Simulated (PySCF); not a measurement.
## Orbital picture of CeN

PBE at R = 1.752 Å; Ce x2c-SVPall, N x2c-SVPall; spin-free X2C with a Gaussian nucleus (PySCF 2.14). State: doublet, about 1.5 electrons in the 4f shell (Mulliken), real f orbitals that mix terms. Only the outer orbitals are listed, counted within each symmetry.

```tsv
spin	orbital	occ.	ε (eV)	on Ce (%)	main shells (%)
α	12σ	1	-21.76	80	79 Ce p, 15 N s
α	6π	1	-19.42	99	99 Ce p
α	6π	1	-19.42	99	99 Ce p
α	13σ	1	-11.26	32	67 N s, 15 Ce p, 11 Ce d
α	7π	1	-4.27	41	58 N p, 32 Ce d, 8 Ce f
α	7π	1	-4.27	41	58 N p, 32 Ce d, 8 Ce f
α	14σ	1	-3.52	51	45 N p, 25 Ce d, 14 Ce p
α	1φ	1	-0.64	100	100 Ce f
α	15σ	0	-2.20	99	82 Ce s, 14 Ce p
α	16σ	0	-0.92	100	72 Ce f, 24 Ce d
α	8π	0	-0.91	100	67 Ce f, 27 Ce d
β	12σ	1	-21.72	80	79 Ce p, 16 N s
β	6π	1	-18.93	99	99 Ce p
β	6π	1	-18.93	99	99 Ce p
β	13σ	1	-11.24	31	67 N s, 15 Ce p, 11 Ce d
β	7π	1	-4.24	41	59 N p, 33 Ce d
β	7π	1	-4.24	41	59 N p, 33 Ce d
β	14σ	1	-3.44	51	45 N p, 26 Ce d, 15 Ce p
β	15σ	0	-2.18	100	82 Ce s, 14 Ce p
β	3δ	0	-0.63	100	85 Ce d, 15 Ce f
β	3δ	0	-0.63	100	85 Ce d, 15 Ce f
```

Task: Which are the highest filled and the lowest empty level, where do they sit, and how wide is the gap?

Result: Highest filled α 1φ at -0.64 eV (in %: 100 Ce f); lowest empty α 15σ at -2.20 eV (in %: 82 Ce s, 14 Ce p); the gap at PBE is -1.56 eV.

- bond order (Mayer): 3.18
- ⟨S²⟩: 0.755
- charge on Ce (Mulliken, basis-dependent): 0.17
- charge on Ce (Löwdin, basis-dependent): -0.01
- dipole moment (positive dipole means Ce(−)N(+)): -6.75 D

Spin–orbit coupling is left out. Counting both spins, an empty level lies below a filled one in this solution, because spin and occupation are held. With d or f electrons several states lie close, and the lowest PBE0 determinant need not be the measured ground state.
